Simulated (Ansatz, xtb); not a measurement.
## CH2BrGe: which of two structures lies lower

Structure I is a doublet given by its coordinates and structure II is a doublet given by its coordinates. Both are isolated molecules in the gas phase, relaxed with PBE0-D3(BJ)/def2-SVP.

I (Å):

```yaml
atoms:
  - { symbol: C, position_ang: [-0.5540, -0.1808, -0.6829] }
  - { symbol: Br, position_ang: [-1.7220, 0.0785, 0.7408] }
  - { symbol: Ge, position_ang: [1.1713, 0.6628, -0.9110] }
  - { symbol: H, position_ang: [-1.0542, -0.7312, -1.4911] }
  - { symbol: H, position_ang: [1.4164, 0.8828, 0.6440] }
```

Close contacts (Å): C1–Br2 1.86, C1–Ge3 1.93, C1–H4 1.10, Ge3–H5 1.59.

II (Å):

```xyz
5

C     0.7324   -0.2033    1.0328
Br   -1.8520   -0.4529   -0.8595
Ge   -0.0155    0.9489   -0.3556
H     0.2981   -1.1625    1.3445
H     1.6490    0.0819    1.5690
```

Close contacts (Å): C1–Ge3 1.95, Br2–Ge3 2.36, C1–H4 1.10, C1–H5 1.10.

Quicker runs give these differences E(II) − E(I): GFN2-xTB −43.1 kcal/mol; HF/STO-3G −40.9 kcal/mol (at GFN2-xTB geometries); r2SCAN-D4/def2-SVP −39.5 kcal/mol (at GFN2-xTB geometries).

Task: Estimate E(II) − E(I) at the level CCSD(T)/def2-SVP.

Result: Calculated at CCSD(T)/def2-SVP: E(II) − E(I) = −39.8 kcal/mol, so structure II lies lower.

The same difference at several levels:

```json
{"level": "GFN2-xTB", "geometry": "GFN2-xTB", "E(II) − E(I) (kcal/mol)": "−43.1", "departure from the last row (kcal/mol)": "−3.4", "job, with rough time for the two": "optimisation, 0.59 s"}
{"level": "HF/STO-3G", "geometry": "GFN2-xTB", "E(II) − E(I) (kcal/mol)": "−40.9", "departure from the last row (kcal/mol)": "−1.2", "job, with rough time for the two": "single point, 7 s"}
{"level": "r2SCAN-D4/def2-SVP", "geometry": "GFN2-xTB", "E(II) − E(I) (kcal/mol)": "−39.5", "departure from the last row (kcal/mol)": "+0.3", "job, with rough time for the two": "single point, 18 s"}
{"level": "PBE0-D3(BJ)/def2-SVP", "geometry": "PBE0-D3(BJ)/def2-SVP", "E(II) − E(I) (kcal/mol)": "−39.5", "departure from the last row (kcal/mol)": "+0.2", "job, with rough time for the two": "optimisation, 4.6 min"}
{"level": "HF/def2-SVP", "geometry": "PBE0-D3(BJ)/def2-SVP", "E(II) − E(I) (kcal/mol)": "−44.6", "departure from the last row (kcal/mol)": "−4.8", "job, with rough time for the two": "part of the CCSD(T) run"}
{"level": "MP2/def2-SVP", "geometry": "PBE0-D3(BJ)/def2-SVP", "E(II) − E(I) (kcal/mol)": "−44.0", "departure from the last row (kcal/mol)": "−4.3", "job, with rough time for the two": "part of the CCSD(T) run"}
{"level": "CCSD(T)/def2-SVP", "geometry": "PBE0-D3(BJ)/def2-SVP", "E(II) − E(I) (kcal/mol)": "−39.8", "departure from the last row (kcal/mol)": "", "job, with rough time for the two": "single point, 2.5 min"}
```

None of the levels shown reverses the order. The largest departure from CCSD(T)/def2-SVP is that of HF/def2-SVP, 4.8 kcal/mol.

With harmonic frequencies from PBE0-D3(BJ)/def2-SVP (ideal gas, rigid rotor, one conformer each, 298.15 K, 1 atm): on the last row, ΔE + ΔZPE = −38.4, ΔH = −38.2, ΔG = −38.6 kcal/mol.

Open shells are spin-unrestricted, with notable spin contamination under HF/STO-3G, HF/def2-SVP, MP2/def2-SVP, CCSD(T)/def2-SVP. The correlated steps freeze 19 core orbitals; the filled d shell of Br and Ge is correlated, in a basis made for valence electrons. Mirror images aren't counted in ΔG. Run with Ansatz 0.2.0, xtb 6.7.1; the last row on 1 thread of Intel(R) Xeon(R) Processor @ 2.50GHz (Skylake/Cascade Lake) on a shared host.
